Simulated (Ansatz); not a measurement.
C₃H₆ClNSi (`C[Si](C)(Cl)C#N`). Total charge 0; spin multiplicity 1.

Cartesian coordinates in Å:
```
C 0.200 0.579 -1.554
Si -0.374 -0.292 -0.027
C -0.050 0.613 1.553
Cl -2.372 -0.734 -0.183
C 0.502 -1.927 0.061
N 1.081 -2.921 0.119
H -0.312 1.538 -1.658
H -0.006 -0.021 -2.442
H 1.277 0.763 -1.503
H -0.397 0.032 2.410
H -0.570 1.573 1.553
H 1.021 0.797 1.671
```

Question: What are the harmonic wavenumbers in cm⁻¹ at PBE0-D4/def2-TZVP (Ansatz, finite differences of forces, unscaled)? (An estimate is asked.)

Answer: The calculation gave: 112, 123, 155, 166, 196, 197, 219, 367, 381, 498, 588, 703, 709, 762, 816, 840, 866, 1281, 1286, 1436, 1438, 1444, 1452, 2334, 3055, 3055, 3140, 3142, 3152, 3152.

Question: Is this a minimum?

Answer: Yes, all 30 modes are real.

Question: Give the ideal-gas thermochemistry at 298.15 K and 1 bar (rigid rotor, harmonic oscillator; point group Cs, symmetry number 1).

Answer: Zero-point energy 221.7 kJ/mol; H(298) − E = 247.2 kJ/mol; entropy 380.8 J/(mol·K), of which translation 168.5, rotation 118.4, vibration 93.9; G(298) − E = 133.7 kJ/mol.
